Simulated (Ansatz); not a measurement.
System: sum formula IrO$_{3}$H$_{3}$, charge 0, multiplicity 1. SMILES: [OH][Ir]([OH])[OH]
Coordinates optimised at B3LYP-D3(BJ)/def2-TZVP (Ansatz, a quantum-chemistry and plane-wave program):
```
Ir
O 1 1.8470
H 2 0.9729 1 109.49
O 1 1.8470 2 120.51 3 93.29
H 4 0.9729 1 109.49 2 -93.29
O 1 1.8483 2 119.74 3 -86.58
H 6 0.9736 1 108.52 2 -90.07
```
Charge 0, spin multiplicity 1.

Quantity: atomisation energy (electronic, to ground-state atoms), in kJ/mol. Cores are frozen in the correlated levels unless marked. UHF or UKS for open shells. Spin-orbit coupling is left out. Frozen are the shells of the preceding noble gas and the d and f shells that filled before the atom's block. Past Kr the def2 sets carry scalar-relativistic core potentials. The coupled-cluster limit lacks core correlation, which all-electron functionals hold. CBS marks a two-point X^-3 extrapolation of the correlation energy; Hartree-Fock from the larger set.

```tsv
level	program	atomisation energy (kJ/mol)
revPBE-D4/def2-TZVPD	Ansatz + dftd4	2441.1
B3LYP-D3(BJ)/def2-TZVPD	Ansatz + dftd3	2385.6
```

What does CCSD(T)/CBS(def2-TZVPP,def2-QZVPP) (Ansatz) give?

2416.1 kJ/mol, so B3LYP-D3(BJ)/def2-TZVPD differs from it by -30.5 kJ/mol.
